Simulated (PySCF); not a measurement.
One of the candidates below gave these computed data.

All candidates are C7H6N2Se.

| technique | computed result |
| --- | --- |
| Polarisability | 111.6 au [wB97X-D/def2-SVPD] |
| Rotational structure | rotational constants A, B, C: 2.171, 0.575, 0.472 GHz [PBE0-D3(BJ)/def2-SVP] |
| Dipole | 2.40 D [wB97X-D/def2-SVPD] |
| UV, first state | lowest singlet excitation: 5.02 eV (247 nm, f = 0.146) [TDDFT wB97X-D/def2-SVPD] |

Gas-phase values; electronic properties from PySCF, density fitting. Levels stand in brackets. Isolated species at its PBE0-D3(BJ)/def2-SVP geometry (one conformer only). Relativistic effects, spin–orbit coupling among them, are left out although an element past zinc is present.

Problem. Which candidate is it?
A. `N#CC1=C[Se]C[C@@H](C#N)C1`
B. `C#Cc1n[se]nc1C1CC1`
C. `N#CC1(c2cn[se]c2)CC1`
D. `c1ccn(-c2ncc[se]2)c1`

Solution. C. It is `N#CC1(c2cn[se]c2)CC1`. Numbering: `[N:1]#[C:2][C:3]1([c:4]2[cH:5][n:6][se:7][cH:8]2)[CH2:9][CH2:10]1`. By its constants the optimised geometry is an asymmetric top.

The others, at the same levels:
- `N#CC1=C[Se]C[C@@H](C#N)C1` fails: its computed lowest singlet excitation is 4.73 eV (262 nm, f = 0.183) (against 5.02 eV), static isotropic polarisability is 117.0 au (against 111.6 au) and rotational constant A is 0.949 GHz (against 2.171 GHz).
- `c1ccn(-c2ncc[se]2)c1` fails: its computed lowest singlet excitation is 4.59 eV (270 nm, f = 0.287) (against 5.02 eV), static isotropic polarisability is 121.0 au (against 111.6 au) and rotational constant A is 2.465 GHz (against 2.171 GHz).
- `C#Cc1n[se]nc1C1CC1` fails: its computed lowest singlet excitation is 4.39 eV (282 nm, f = 0.252) (against 5.02 eV), static isotropic polarisability is 120.5 au (against 111.6 au) and rotational constant A is 1.294 GHz (against 2.171 GHz).

Each candidate is one conformer, not necessarily the lowest. Dipoles, sizes and rotational constants follow the conformer. The torsions of the flexible species, by atom-mapped SMILES:
- `[N:1]#[C:2][C:3]1([c:4]2[cH:5][n:6][se:7][cH:8]2)[CH2:9][CH2:10]1`: C2–C3–C4–C5 -179°
- `[cH:1]1[cH:2][cH:3][n:4](-[c:5]2[n:6][cH:7][cH:8][se:9]2)[cH:10]1`: C3–N4–C5–N6 -1°
- `[CH:1]#[C:2][c:3]1[n:4][se:5][n:6][c:7]1[CH:8]1[CH2:9][CH2:10]1`: N6–C7–C8–C9 -36°

The conformers of `N#CC1=C[Se]C[C@@H](C#N)C1` aren't listed.
